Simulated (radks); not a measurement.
Q: Calculated with a radial shooting solver on a logarithmic mesh with Libxc functionals: non-relativistic Kohn-Sham, exchange-only LDA, spin-polarised, spherical densities, point nucleus; open shells are filled with parallel spins first (spin-orbit coupling, left out, can overturn this in heavy ions). Response by self-consistent Sternheimer equations with the Hartree and adiabatic exchange-only LDA kernel. For heavy and open-shell atoms this level of theory can miss by tens of per cent. Estimate the static dipole polarisabilities of Eu2+ ([Xe] 4f7) and Eu6+ ([Kr] 4d10 4f5 5s2 5p4) and the C6 coefficients of the three pairs.

A: alpha = 8.689 and 3.463 bohr^3; C6 = 54.28 (Eu2+-Eu2+), 27.14 (Eu2+-Eu6+), 14.02 (Eu6+-Eu6+) hartree bohr^6.
